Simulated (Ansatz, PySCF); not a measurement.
Gas-phase reaction (SMILES): C=CB(O)O [ethenylboronic acid] + F (HF) → OB(O)F [fluoroboronic acid] + C=C (C2H4) [ethene]; hydrogen fluoride cleaves one B-C bond, a model of a ligand-exchange step.

Structures are relaxed separately at B3LYP-D3(BJ)/def2-TZVP in Ansatz (a program for electronic structure), one conformer each, not searched for the lowest. Correlated levels leave the core frozen unless marked. No spin-orbit coupling. Non-relativistic. Basis-set limits of correlation are two-point, X^-3; Hartree-Fock from the larger set. Thermal terms are rigid-rotor harmonic-oscillator values from B3LYP-D3(BJ) frequencies (Ansatz or PySCF) at 298.15 K and 1 atm. 1 Eh = 627.5095 kcal/mol.

```json
[
 {"species": "C=CB(O)O", "E, CCSD(T)/CBS(cc-pVTZ,cc-pVQZ) (Ansatz) (Eh)": "-254.34143", "E, PBE/def2-TZVPD (Ansatz) (Eh)": "-254.40985", "H - E (Eh)": "0.08326"},
 {"species": "F (HF)", "E, CCSD(T)/CBS(cc-pVTZ,cc-pVQZ) (Ansatz) (Eh)": "-100.39146", "E, PBE/def2-TZVPD (Ansatz) (Eh)": "-100.39521", "H - E (Eh)": "0.01259"},
 {"species": "OB(O)F", "E, CCSD(T)/CBS(cc-pVTZ,cc-pVQZ) (Ansatz) (Eh)": "-276.30590", "E, PBE/def2-TZVPD (Ansatz) (Eh)": "-276.34962", "H - E (Eh)": "0.04166"},
 {"species": "C=C (C2H4)", "E, CCSD(T)/CBS(cc-pVTZ,cc-pVQZ) (Ansatz) (Eh)": "-78.47456", "E, PBE/def2-TZVPD (Ansatz) (Eh)": "-78.50050", "H - E (Eh)": "0.05494"}
]
```

Work out ΔE and ΔH at 298.15 K at the first level, then ΔH at the second.


1. ΔE = [(-276.30590) + (-78.47456)] - [(-254.34143) + (-100.39146)] = -0.04757 Eh = -29.9 kcal/mol at CCSD(T)/CBS(cc-pVTZ,cc-pVQZ).
2. The terms H - E add up to 0.00075 Eh, so ΔH = (-0.04757 + (0.00075))×627.5095 = -29.4 kcal/mol.
3. At PBE/def2-TZVPD the same steps give ΔE = -28.3 and ΔH = -27.8 kcal/mol, a shift of +1.6 from the first level.
4. These values are not checked against measurement here, since the tables used lack a sound gas-phase enthalpy of formation for at least one species.
